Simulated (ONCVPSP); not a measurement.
## Varying the ONCV potential for Ge (Z = 32)

Base potential:

| Quantity | Value |
| --- | --- |
| Element | Ge (Z = 32) |
| Generator | ONCVPSP 4.0.1 |
| Type | optimised norm-conserving Vanderbilt (ONCV) |
| Functional | PBEsol |
| Relativity | scalar-relativistic |
| Frozen core | [Ne] |
| Valence charge | 22 |
| Reference configuration | 3s2 3p6 3d10 4s2 4p1 (charge +1) |
| Partial waves | 3s+4s: rc 0.95 bohr, ncon 4, nbas 7, qcut 16.8 1/bohr, 3 projectors, debl 2.1 Ha; 3p+4p: rc 1.30 bohr, ncon 4, nbas 9, qcut 11.4 1/bohr, 2 projectors; 3d: rc 0.95 bohr, ncon 4, nbas 9, qcut 17.8 1/bohr, 2 projectors, debl 0.4 Ha |
| Local potential | polynomial inside 0.65 bohr (lpopt 3, dvloc0 6 Ha) |
| Core correction | none |

In the d channel the program set the typed energies aside and used -1.409, 0.250 Ha.

Cutoffs, loose and tight: the cutoffs (Ha) at which the residual kinetic energy of the hardest occupied pseudo-wave falls to 1 and 0.1 mHa per electron. They do not see the model core or the augmentation charge, which bear on the density cutoff. Test errors are all-electron minus pseudo excitation energies from the reference, over the configurations 3s2 3p6 3d10 4s2 4p2; 3s2 3p6 3d10 4s2 4p0; 3s2 3p6 3d10 4s1 4p0; 3s2 3p6 3d9 4s2 4p2. A dash means not determined; rows that change the core or the reference have their own tests.

1 further variants are left out, since the program set their typed debl aside.

```tsv
change	outcome	cutoff, loose	cutoff, tight	bound ghosts	GHOST(+) flags above zero	largest test error (meV)
base	generated, projector energies reset by the program	120 Ha	134 Ha	none	none	+27
local potential polynomial inside 0.60 bohr (lpopt 5, dvloc0 -1 Ha)	generated, projector energies reset by the program	120 Ha	134 Ha	none	s	+29
functional PW91	generated, projector energies reset by the program	120 Ha	134 Ha	none	none	+27
non-relativistic	generated, projector energies reset by the program	120 Ha	134 Ha	none	none	+38
s: rc 1.32	generated, projector energies reset by the program	120 Ha	134 Ha	none	none	+30
core correction Teter function, fcfact 4.25, rcfact 1.55	generated, projector energies reset by the program	120 Ha	134 Ha	none	none	+27
```
